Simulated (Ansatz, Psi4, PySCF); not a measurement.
CH5Br2NOSi (SMILES CO[Si](N)(Br)Br), singlet, at a GFN2-xTB geometry, atoms displaced at random by about 0.03 Å a coordinate. Base run: PBE/STO-3G, gradient in PySCF.

PySCF was given this input:
```python
from pyscf import gto, scf, dft

mol = gto.M(
    atom='''
C    -2.47798104   -0.06903172   -1.58105319
O    -1.24743770    0.52793205   -1.13748637
Si    0.02298250   -0.07018643   -0.50933384
N     1.03892958   -0.91015592   -1.68149910
Br    1.21478023    1.60178693    0.17078760
Br   -0.52648379   -1.40362208    1.13961910
H    -2.34178372   -0.52592674   -2.50125967
H    -2.79524666   -0.78432165   -0.84325423
H    -3.24393871    0.79636911   -1.60852844
H     1.98670342   -1.12077360   -1.52333136
H     0.64111164   -1.55447440   -2.29898740
''',
    basis='sto-3g',
    verbose=4,
)

mf = dft.RKS(mol)
mf.xc = 'pbe'
mf.kernel()
g = mf.nuc_grad_method()
grad = g.kernel()
```

Programs used: Ansatz (a quantum-chemistry and plane-wave program), Psi4, PySCF; a row that names a program was run with it.

The coordinate followed is y of atom 4.

The base run was repeated with changes; each row names its change, and settings that it needs were set with it.

```tsv
change	dE/dx (Eh/bohr)	net force (Eh/bohr)
base	-0.066235	0.000367
density fitting = on	-0.066235	0.000367
finite difference step (bohr) = 0.05; conv_tol = 1e-11	-0.066224	-
code = ansatz	-0.066240	0.000000
finite difference step (bohr) = 1e-3; conv_tol = 1e-11	-0.066228	-
code = psi4	-0.066226	0.000563
grid_response = on	-0.066228	0.000000
finite difference step (bohr) = 1e-4; conv_tol = 1e-11	-0.066228	-
grids.level = 5; grid_response = on	-0.066241	0.000000
grids.level = 5; grid_response = off	-0.066239	0.000022
finite difference step (bohr) = 0.2; conv_tol = 1e-11	-0.066129	-
finite difference step (bohr) = 1e-5; conv_tol = 1e-11	-0.066228	-
```

The net force is zero for an exact gradient.
